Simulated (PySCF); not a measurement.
# Computed data sheet: `C[C@H]1O[C@H](C1=O)C`

Compound: C5H8O2.
Atom-mapped SMILES: `[CH3:1][C@@H:2]1[O:3][C@H:4]([CH3:5])[C:6]1=[O:7]` (hydrogens: H8, H9, H10 on C1; H11 on C2; H12 on C4; H13, H14, H15 on C5)

Structural features include: ketone and ether.

**GFN2-xTB geometry**

| Item | Value |
| --- | --- |
| Point group of the GFN2-xTB geometry | Cs |
| Rotational constants A, B, C of the GFN2-xTB geometry | 3.517, 2.623, 1.897 GHz |

From CAM-B3LYP/def2-SVPD ground state and vertical TDDFT (core frozen in the response) (PySCF):

| Property | Result |
| --- | --- |
| Dipole moment | 1.16 D |
| HOMO energy | -8.96 eV |
| LUMO energy | 0.07 eV |
| HOMO–LUMO gap | 9.03 eV |
| Lowest singlet excitation | 4.26 eV (291 nm, f = 0.000) |
| Strongest line among the 8 lowest singlet transitions | S8 at 8.21 eV (151 nm, f = 0.028) |
| Lowest triplet excitation (Tamm–Dancoff) | 3.72 eV |
| Static isotropic polarisability | 64.0 au |
| Electronic spatial extent ⟨r²⟩ about the centre of nuclear charge | 729 bohr² |

Monoisotopic mass (most abundant isotopes): 100.0524 u.

The polarisability is 9.49 Å³ as a volume (1 au = 0.148185 Å³), or 1.19 au for each of the 54 electrons. With B = h/(8π²I), that is 505.379 GHz u Å² over I, the principal moments of inertia are 143.7, 192.7 and 266.4 u Å² (most abundant isotopes). The vertical singlet–triplet gap S1 − T1 is 0.54 eV (TDDFT singlet less Tamm–Dancoff triplet; S1: HOMO→LUMO, weight 0.92; T1: HOMO→LUMO, weight 0.91). The rotational constants make it an asymmetric top with κ = (2B − A − C)/(A − C) = -0.10, nearer the prolate limit (−1). The dipole matches unit charges of opposite sign 0.24 Å apart (1 e·Å = 4.8032 D). The 8 singlets span 4.26 to 8.21 eV, and their oscillator strengths add up to 0.07. No computed singlet falls in the visible range (750 to 380 nm, 1.65 to 3.26 eV); S1 lies 1.00 eV above its blue end. The principal polarisabilities are 55.6, 64.2 and 72.2 au; their mean is the isotropic value.

Isolated species at its GFN2-xTB geometry, gas phase.
